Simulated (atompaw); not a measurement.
**What one change does to a pseudopotential (tin, PAW (atompaw))**

atompaw 4.2.0.5 input, output lines left out:

```
Sn 50
GGA-PBE scalarrelativistic loggrid 1500 logderivrange -3 5 201
5 5 4 0 0 0
5 0 1
5 1 3
0 0 0
c
c
c
c
v
c
c
c
v
c
c
2
2.20 2.05 1.70 1.70
y
0.5
n
y
2
n
y
0.3
y
2.4
n
custom rrkj vanderbiltortho sinc
3 0.5 troulliermartins
2.00
2.00
2.20
2.20
2.15
2.20
```

Change: local potential troulliermartins scheme with l = 3 at 0.5 Ry, radius 1.22 bohr.

Cutoffs: the cutoffs (Ry, on a coarse ladder) from which the occupation-weighted sum of valence levels, in a spherical-Bessel basis at the reference potential, stays within 10 and 1 mRy of its value at 400 Ry; they do not see the model core or the augmentation charge, which bear on the density cutoff.

Question: What does the change do?

Answer: The potential gets neither clearly harder nor softer (6 Ry and 15 Ry → 8 Ry and 12 Ry); both files keep a bound ghost (d, p, s); the range in which the s phases agree narrows (upper end at the end of the scan → 3.1).

```tsv
quantity	base	changed
cutoff, loose	6 Ry	8 Ry
cutoff, tight	15 Ry	12 Ry
loose cutoff by channel (10 mRy a level)	s 6 Ry, p 6 Ry	s 8 Ry, p 6 Ry
bound ghosts	s, p, d	s, p, d
s: phases at 2.20 bohr within 0.05 rad from the reference energy up to (Ry; the scan ends near 5)	to the end of the scan	3.1
p: phases at 2.20 bohr within 0.05 rad from the reference energy up to (Ry; the scan ends near 5)	to the end of the scan	to the end of the scan
d: phases at 2.20 bohr within 0.05 rad from the reference energy up to (Ry; the scan ends near 5)	to the end of the scan	to the end of the scan
lowest overlap eigenvalue by channel	s 0.28, p 0.36, d 0.75	s 0.07, p 0.25, d 0.75
```

 A true bound ghost makes a file unfit for plane-wave use even where its test errors are small: the radial tests pick states by their node count and pass the ghost by. The cutoffs see the waves, projectors and local potential, not the compensation charge or the core.
